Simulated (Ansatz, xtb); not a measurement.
## Two isomers of BrGe2H7Si

Structure I is `[GeH3][SiH]([GeH3])Br`, a singlet and structure II is `[SiH3][GeH]([GeH3])[Br]`, a singlet. Both are isolated molecules in the gas phase, relaxed with r2SCAN-D4/def2-SVP.

**Question.** Estimate E(II) − E(I) at the level CCSD(T)/def2-SVP + ΔMP2/def2-TZVPP.

**Answer.** Calculated at CCSD(T)/def2-SVP + ΔMP2/def2-TZVPP: E(II) − E(I) = −2.4 kcal/mol, so structure II lies lower.

The same difference at several levels:

| level | geometry | E(II) − E(I) (kcal/mol) | departure from the last row (kcal/mol) | job, with rough time for the two |
| --- | --- | --- | --- | --- |
| GFN2-xTB | GFN2-xTB | −14.9 | −12.5 | optimisation, 0.84 s |
| HF/STO-3G | GFN2-xTB | +1.5 | +3.8 | single point, 3.2 s |
| r2SCAN-D4/def2-SVP//GFN2-xTB | GFN2-xTB | −2.2 | +0.2 | single point, 14 s |
| r2SCAN-D4/def2-SVP | r2SCAN-D4/def2-SVP | −1.2 | +1.1 | optimisation, 2.4 min |
| HF/def2-SVP | r2SCAN-D4/def2-SVP | −3.6 | −1.2 | part of the CCSD(T) run |
| MP2/def2-SVP | r2SCAN-D4/def2-SVP | −2.2 | +0.2 | part of the CCSD(T) run |
| CCSD(T)/def2-SVP | r2SCAN-D4/def2-SVP | −2.2 | +0.2 | single point |
| CCSD(T)/def2-SVP + ΔMP2/def2-TZVPP | r2SCAN-D4/def2-SVP | −2.4 |  | single point, 4.3 min |

As drawn, II has 1 Ge–Ge, 1 Br–Ge, 2 Si–H in place of 1 Ge–Si, 1 Br–Si, 2 Ge–H.

HF/STO-3G puts the two in the other order. The largest departure from CCSD(T)/def2-SVP + ΔMP2/def2-TZVPP is that of GFN2-xTB, 12.5 kcal/mol. The last row adds to CCSD(T) the change of the MP2 difference between the two basis sets, here −0.2 kcal/mol.

With thermal terms from frequencies at re-optimised GFN2-xTB minima (ideal gas, soft modes damped towards free rotors, one conformer each, 298.15 K, 1 atm): the zero-point term adds −0.8 kcal/mol; ΔH is −2.9 and ΔG −3.2 kcal/mol.

The correlated steps freeze 32 core orbitals; the filled d shell of Br and Ge is correlated, in a basis made for valence electrons. Programs: Ansatz 0.2.0, xtb 6.7.1; the last row on 2 threads of Intel(R) Xeon(R) Processor @ 2.50GHz (Skylake/Cascade Lake) on a shared host.
